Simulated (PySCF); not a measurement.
# Orbital picture of NiB

BLYP at R = 1.656 Å; basis Ni x2c-TZVPPall, B x2c-TZVPPall; spin-free X2C with a Gaussian nucleus; PySCF 2.14. State: ²Σ⁺ (doublet), unpaired electrons σ ↑. Only the outer orbitals are listed, counted within each symmetry.

```tsv
spin	orbital	occ.	ε (eV)	on Ni (%)	main shells (%)
α	7σ	1	-10.06	34	63 B s, 16 Ni d, 15 Ni s
α	8σ	1	-6.27	62	62 Ni d, 21 B s, 17 B p
α	3π	1	-6.24	83	82 Ni d, 16 B p
α	3π	1	-6.24	83	82 Ni d, 16 B p
α	1δ	1	-4.80	100	100 Ni d
α	1δ	1	-4.79	100	100 Ni d
α	9σ	1	-4.61	72	61 Ni s, 26 B p, 9 Ni d
α	4π	0	-2.79	32	68 B p, 19 Ni p, 13 Ni d
α	4π	0	-2.79	32	68 B p, 19 Ni p, 13 Ni d
α	10σ	0	-1.86	71	56 Ni s, 41 B p, 11 Ni d
β	7σ	1	-9.84	36	59 B s, 18 Ni d, 14 Ni s
β	3π	1	-6.15	83	83 Ni d, 16 B p
β	3π	1	-6.15	83	83 Ni d, 16 B p
β	8σ	1	-5.84	69	67 Ni d, 24 B s
β	1δ	1	-4.70	100	100 Ni d
β	1δ	1	-4.69	100	100 Ni d
β	9σ	0	-3.83	68	65 Ni s, 22 B p, 10 B s
β	4π	0	-2.55	29	71 B p, 16 Ni p, 13 Ni d
β	4π	0	-2.55	29	71 B p, 16 Ni p, 13 Ni d
```

Which are the highest filled and the lowest empty level, where do they sit, and how wide is the gap?

Highest filled α 9σ at -4.61 eV (in %: 61 Ni s, 26 B p, 9 Ni d); lowest empty β 9σ at -3.83 eV (in %: 65 Ni s, 22 B p, 10 B s); the gap at BLYP is 0.78 eV.

```
bond order (Mayer)                              : 2.25
⟨S²⟩                                            : 0.757
charge on Ni (Mulliken, basis-dependent)        : -0.02
charge on Ni (Löwdin, basis-dependent)          : 0.05
dipole moment (positive dipole means Ni(−)B(+)) : -1.46 D
```

With d or f electrons several states lie close, and the lowest PBE0 determinant need not be the measured ground state.
